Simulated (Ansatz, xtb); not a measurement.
Relaxing a trial structure of BBrOSi

The starting geometry of this gas-phase singlet has its atoms placed at random.

```xyz
4

B    -0.3824    0.8092    1.1604
Br    0.4538    0.5593   -1.4251
O    -1.3576   -0.0442    0.7379
Si    1.8599    0.4249   -0.0123
```

One run relaxed it with r2SCAN-D4/def2-SVP. What is a likely outcome?

It ends as `O=B[Si]Br`. Distances that change by over a tenth: B1–O3 (1.36 → 1.21 Å), Br2–Si4 (2.00 → 2.26 Å). Contacts that close: B1–Si4 (2.56 → 2.05 Å).

The energy falls by 3.09 eV over 10 steps:

```csv
step,E − E(last) (eV)
1,3.090
2,1.276
3,0.493
4,0.238
5,0.059
6,0.012
7,0.002
8,0.000
9,0.000
10,0.000
```

Final geometry (Å):

```json
{"atom": "B", "x (Å)": "-0.3614", "y (Å)": "0.3364", "z (Å)": "0.8932"}
{"atom": "Br", "x (Å)": "0.8437", "y (Å)": "0.6439", "z (Å)": "-1.9958"}
{"atom": "O", "x (Å)": "-1.4470", "y (Å)": "0.1965", "z (Å)": "1.4125"}
{"atom": "Si", "x (Å)": "1.5384", "y (Å)": "0.5724", "z (Å)": "0.1511"}
```

From the same start GFN2-xTB reaches the same bonding as this run.

From so rough a start the end depends on the optimiser's path, so another program may land elsewhere. The end wasn't checked by frequencies. Run with Ansatz 0.2.0, 17 s on 1 thread of Intel(R) Xeon(R) Platinum 8375C CPU @ 2.90GHz (Ice Lake), with other jobs on the host.
